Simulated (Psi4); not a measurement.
C4H10O2, triplet, at the geometry of the source list (a higher spin typed on purpose: for a closed-shell molecule this is an excited state); CAM-B3LYP/STO-3G run with Psi4.

The Psi4 input:
```
memory 2 GB

molecule {
0 3
  C     2.54090000    0.44440000   -0.00820000
  O     1.37100000   -0.18980000    0.43580000
  C     0.22760000    0.17020000   -0.31120000
  C    -0.97310000   -0.56690000    0.29040000
  C    -2.25710000   -0.24300000   -0.46130000
  O    -1.14140000   -0.19520000    1.63950000
  H     2.45520000    1.53540000    0.06930000
  H     3.34660000    0.09480000    0.63380000
  H     2.76200000    0.18360000   -1.05040000
  H     0.06420000    1.25710000   -0.25040000
  H     0.35690000   -0.10640000   -1.36760000
  H    -0.76740000   -1.64900000    0.23140000
  H    -2.45540000    0.82340000   -0.40320000
  H    -2.17160000   -0.53950000   -1.50240000
  H    -3.08510000   -0.77370000   -0.00230000
  H    -0.27340000   -0.24560000    2.05670000
}

set basis sto-3g
set reference uks

energy('cam-b3lyp')
print_variables()
```

What the program printed (banner, timings and long lists left out):

```
   => Loading Basis Set <=

    Name: STO-3G
    Role: ORBITAL
    Keyword: BASIS

         ---------------------------------------------------------
                                   SCF
               by Justin Turney, Rob Parrish, Andy Simmonett
                          and Daniel G. A. Smith
                              UKS Reference
         ---------------------------------------------------------

  ==> Geometry <==

    Molecular point group: c1
    Full point group: C1

    Geometry (in Angstrom), charge = 0, multiplicity = 3:

       Center              X                  Y                   Z               Mass
    ------------   -----------------  -----------------  -----------------  -----------------
         C            2.559043522143     0.532300206887    -0.293685634607    12.000000000000
         O            1.389143522143    -0.101899793113     0.150314365393    15.994914619570
         C            0.245743522143     0.258100206887    -0.596685634607    12.000000000000
         C           -0.954956477857    -0.478999793113     0.004914365393    12.000000000000
         C           -2.238956477857    -0.155099793113    -0.746785634607    12.000000000000
         O           -1.123256477857    -0.107299793113     1.354014365393    15.994914619570
         H            2.473343522143     1.623300206887    -0.216185634607     1.007825032230
         H            3.364743522143     0.182700206887     0.348314365393     1.007825032230
         H            2.780143522143     0.271500206887    -1.335885634607     1.007825032230
         H            0.082343522143     1.345000206887    -0.535885634607     1.007825032230
         H            0.375043522143    -0.018499793113    -1.653085634607     1.007825032230
         H           -0.749256477857    -1.561099793113    -0.054085634607     1.007825032230
         H           -2.437256477857     0.911300206887    -0.688685634607     1.007825032230
         H           -2.153456477857    -0.451599793113    -1.787885634607     1.007825032230
         H           -3.066956477857    -0.685799793113    -0.287785634607     1.007825032230
         H           -0.255256477857    -0.157699793113     1.771214365393     1.007825032230

  Running in c1 symmetry.

  Rotational constants: A =      0.26179  B =      0.06387  C =      0.05495 [cm^-1]
  Rotational constants: A =   7848.19277  B =   1914.85124  C =   1647.25162 [MHz]
  Nuclear repulsion =  261.337094592848359

  Charge       = 0
  Multiplicity = 3
  Electrons    = 50
  Nalpha       = 26
  Nbeta        = 24

  ==> Algorithm <==

  SCF Algorithm Type is DF.
  DIIS enabled.
  MOM disabled.
  Fractional occupation disabled.
  Guess Type is SAD.
  Energy threshold   = 1.00e-06
  Density threshold  = 1.00e-06
  Integral threshold = 1.00e-12

  ==> Primary Basis <==

  Basis Set: STO-3G
    Blend: STO-3G
    Number of shells: 28
    Number of basis functions: 40
    Number of Cartesian functions: 40
    Spherical Harmonics?: true
    Max angular momentum: 1

  ==> DFT Potential <==

   => LibXC <=

    Version 7.1.2
    S. Lehtola, C. Steigemann, M. J. T. Oliveira, and M. A. L. Marques,  SoftwareX 7, 1–5 (2018) (10.1016/j.softx.2017.11.002)

   => Composite Functional: CAM-B3LYP <=

    CAM-B3LYP Hyb-GGA Exchange-Correlation Functional

    T. Yanai, D. P. Tew, and N. C. Handy,  Chem. Phys. Lett. 393, 51 (2004) (10.1016/j.cplett.2004.06.011)

    Deriv               =              1
    GGA                 =           TRUE
    Meta                =          FALSE

    Exchange Hybrid     =           TRUE
    MP2 Hybrid          =          FALSE

   => Exchange Functionals <=

    0.3500         Becke 88 [omega = 0.3300]
    0.4600   Short-range recipe for B88 functional - erf [omega = 0.3300]

   => Exact (HF) Exchange <=

    0.4600            HF,LR [omega = 0.3300]
    0.1900               HF

   => Correlation Functionals <=

    0.1900   Vosko, Wilk & Nusair (VWN5)
    0.8100   Lee, Yang & Parr

   => LibXC Density Thresholds  <==

    XC_HYB_GGA_XC_CAM_B3LYP:  1.00E-14

   => Molecular Quadrature <=

    Radial Scheme          =       TREUTLER
    Pruning Scheme         =           NONE
    Nuclear Scheme         =       TREUTLER

    Blocking Scheme        =         OCTREE
    BS radius alpha        =              1
    Pruning alpha          =              1
    Radial Points          =             75
    Spherical Points       =            302
    Total Points           =         337406
    Total Blocks           =           2546
    Max Points             =            256
    Max Functions          =             38
    Weights Tolerance      =       1.00E-15

   => Loading Basis Set <=

    Name: (STO-3G AUX)
    Role: JKFIT
    Keyword: DF_BASIS_SCF

  ==> Integral Setup <==

  SCF_SUBTYPE=INCORE selected. In-core MEM_DF algorithm will be used.
  Using in-core AOs.

  ==> MemDFJK: Density-Fitted J/K Matrices <==

    J tasked:                   Yes
    K tasked:                   Yes
    wK tasked:                  Yes
    Omega:                3.300E-01
    Algorithm:                 Core
    Schwarz Cutoff:           1E-12
    Mask sparsity (%):       1.2500
    Fitting Condition:        1E-10

   => Auxiliary Basis Set <=

  Basis Set: (STO-3G AUX)
    Blend: DEF2-UNIVERSAL-JKFIT
    Number of shells: 210
    Number of basis functions: 634
    Number of Cartesian functions: 742
    Spherical Harmonics?: true
    Max angular momentum: 4

  Minimum eigenvalue in the overlap matrix is 2.0682457971E-01.
  Reciprocal condition number of the overlap matrix is 8.2802849779E-02.
    Using symmetric orthogonalization.

  ==> Pre-Iterations <==

  SCF Guess: Superposition of Atomic Densities via on-the-fly atomic UHF (no occupation information).

   -------------------------
    Irrep   Nso     Nmo
   -------------------------
     A         40      40
   -------------------------
    Total      40      40
   -------------------------

  ==> Iterations <==

                           Total Energy        Delta E     RMS |[F,P]|

   @DF-UKS iter SAD:  -301.10782469282987   -3.01108e+02   0.00000e+00
   @DF-UKS iter   1:  -304.23507581817876   -3.12725e+00   8.44109e-03 DIIS/ADIIS
   @DF-UKS iter   2:  -303.78952185897867    4.45554e-01   1.98954e-02 DIIS/ADIIS
   @DF-UKS iter   3:  -304.33119815222722   -5.41676e-01   3.79483e-03 DIIS/ADIIS
   @DF-UKS iter   4:  -304.35073401982055   -1.95359e-02   1.66174e-03 DIIS/ADIIS
   @DF-UKS iter   5:  -304.35822216910577   -7.48815e-03   6.62575e-04 DIIS/ADIIS
   @DF-UKS iter   6:  -304.36026474391173   -2.04257e-03   2.66373e-04 DIIS/ADIIS
   @DF-UKS iter   7:  -304.36075856797896   -4.93824e-04   1.07656e-04 DIIS/ADIIS
   @DF-UKS iter   8:  -304.36088873852191   -1.30171e-04   5.85149e-05 DIIS
   @DF-UKS iter   9:  -304.36091897504741   -3.02365e-05   2.77313e-05 DIIS
   @DF-UKS iter  10:  -304.36092814613193   -9.17108e-06   1.42832e-05 DIIS
   @DF-UKS iter  11:  -304.36093033666697   -2.19054e-06   6.62325e-06 DIIS
   @DF-UKS iter  12:  -304.36093074461849   -4.07952e-07   3.27751e-06 DIIS
   @DF-UKS iter  13:  -304.36093084186030   -9.72418e-08   1.66577e-06 DIIS
   @DF-UKS iter  14:  -304.36093086657087   -2.47106e-08   8.89851e-07 DIIS
  Energy and wave function converged.

  ==> Post-Iterations <==

   Electrons on quadrature grid:
      Nalpha   =   26.0000080034 ; deviation = 8.003e-06
      Nbeta    =   24.0000045003 ; deviation = 4.500e-06
      Ntotal   =   50.0000125036 ; deviation = 1.250e-05

   @Spin Contamination Metric:   1.866575469E-03
   @S^2 Expected:                2.000000000E+00
   @S^2 Observed:                2.001866575E+00
   @S   Expected:                1.000000000E+00
   @S   Observed:                1.000000000E+00

    Orbital Energies [Eh]
    ---------------------

    Alpha Occupied:

[...]
    Alpha Virtual:

[...]
    Beta Occupied:

[...]
    Beta Virtual:

[...]
      40A      0.626397

    Final Occupation by Irrep:
              A
    DOCC [    24 ]
    SOCC [     2 ]
    NA   [    26 ]
    NB   [    24 ]

  @DF-UKS Final Energy:  -304.36093086657087

   => Energetics <=

    Nuclear Repulsion Energy =            261.3370945928483593
    One-Electron Energy =                -934.0981226119636176
    Two-Electron Energy =                 399.3302151162961309
    DFT Exchange-Correlation Energy =     -30.9301179637518153
    Empirical Dispersion Energy =           0.0000000000000000
    VV10 Nonlocal Energy =                  0.0000000000000000
    Total Energy =                       -304.3609308665708681

  UHF NO Occupations:
  HONO-2 :   24  A 1.9996524
  HONO-1 :   25  A 1.0000000
  HONO-0 :   26  A 1.0000000
  LUNO+0 :   27  A 0.0003476
  LUNO+1 :   28  A 0.0002450
  LUNO+2 :   29  A 0.0001321
  LUNO+3 :   30  A 0.0000895

Computation Completed

Properties will be evaluated at   0.000000,   0.000000,   0.000000 [a0]

Properties computed using the SCF density matrix

 Multipole Moments:

 ------------------------------------------------------------------------------------
     Multipole            Electronic (a.u.)      Nuclear  (a.u.)        Total (a.u.)
 ------------------------------------------------------------------------------------

 L = 1.  Multiply by 2.5417464519 to convert [e a0] to [Debye]
 Dipole X            :          0.4168144            0.3888605            0.8056749
 Dipole Y            :         -1.3146979            1.3668585            0.0521605
 Dipole Z            :          3.7933165           -4.1550953           -0.3617788
 Magnitude           :                                                    0.8847128

 ------------------------------------------------------------------------------------

  Variable Map:
  ----------------------------------------------------------------------------
[...]
  Array Variable Map:
  ----------------------------------------------------------------------------
[...]
[...]
```
